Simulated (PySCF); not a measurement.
N²⁺: excitation energy

N²⁺ [He] 2s2 2p1 (2P) → N²⁺ [He] 2s2 3s1 (2S), as a difference of total energies. All numbers are calculated (PySCF 2.14, the spin-free X2C one-electron Hamiltonian (Gaussian nucleus), in aug-cc-pCVTZ-DK (7s6p4d2f, 59 functions)). Correlated levels: valence and next inner shell: nothing frozen. The calculations carry no spin-orbit coupling.

| method | excitation energy (cm⁻¹) |
| --- | --- |
| UHF | 223270 |
| MP2 (valence and next inner shell) | 222090 |
| SCS-MP2 (valence and next inner shell) | 221750 |
| CCSD (valence and next inner shell) | 221450 |
| CCSD(T) (valence and next inner shell) | 221180 |

A first-order spin-orbit estimate (lowest level to lowest level, LS coupling) adds 0.014 eV.

The promoted electron is Rydberg-like, and one or two diffuse shells describe it only roughly, which tends to raise the upper state.
